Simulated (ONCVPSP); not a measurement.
Configuration tests for hafnium (Hf) (ONCV)

- Element: Hf
- Generator: ONCVPSP 4.0.1
- Type: optimised norm-conserving Vanderbilt (ONCV)
- Functional: LDA (Perdew-Zunger)
- Relativity: fully relativistic
- Frozen core: [Kr] 4d10
- Valence charge: 26
- Reference configuration: 4f14 5s2 5p6 5d2 6s1.5 6p0.5
- Partial waves: 5s+6s: rc 2.00 bohr, ncon 4, nbas 7, qcut 7.6 1/bohr, 3 projectors, debl 3.8 Ha; 5p+6p: rc 2.25 bohr, ncon 3, nbas 8, qcut 7.3 1/bohr, 2 projectors; 5d: rc 2.30 bohr, ncon 3, nbas 8, qcut 7.5 1/bohr, 2 projectors, debl 3.7 Ha; 4f: rc 0.60 bohr, ncon 4, nbas 7, qcut 21.5 1/bohr, 1 projector
- Local potential: polynomial inside 0.45 bohr (lpopt 5, dvloc0 2 Ha)
- Core correction: none

Open shells are filled in proportion to 2j + 1.

Energies are relative to the spin-unpolarised reference configuration 4f14 5s2 5p6 5d2 6s1.5 6p0.5; without spin polarisation the order of configurations can differ from experiment.

```tsv
valence configuration	charge	ΔE all-electron (eV)	error AE − PS (meV)
4f14 5s2 5p6 5d2 6s0 6p0	+2	20.790	-1.3
4f14 5s2 5p6 5d3 6s1 6p0	0	0.668	-2.1
```

What are ΔE and the potential's error for 4f14 5s2 5p6 5d2 6s2 6p0?

ΔE = -1.912 eV all-electron; the error (AE − PS) is -0.1 meV.

What are ΔE and the potential's error for 4f14 5s2 5p6 5d2 6s1 6p0?

ΔE = 6.288 eV all-electron; the error (AE − PS) is -0.2 meV.

Levels in the configuration 4f14 5s2 5p6 5d3 6s1 6p0:

| level | all-electron (eV) | pseudo (eV) |
| --- | --- | --- |
| 4f j=7/2 | -14.832 | -14.887 |
| 4f j=5/2 | -16.579 | -16.592 |
| 5s j=1/2 | -65.621 | -65.642 |
| 5p j=3/2 | -32.220 | -32.223 |
| 5p j=1/2 | -40.006 | -40.014 |
| 5d j=5/2 | -2.008 | -2.007 |
| 5d j=3/2 | -2.412 | -2.410 |
| 6s j=1/2 | -4.917 | -4.920 |

Note: ghosts flagged at negative energy: s at -1524.2 eV, p3/2 at -829.3 eV, d5/2 at -142.5 eV, p1/2 at -758.1 eV, d3/2 at -121.9 eV; GHOST(+) flagged for s at 141.5 eV. A true bound ghost makes a file unfit for plane-wave use.
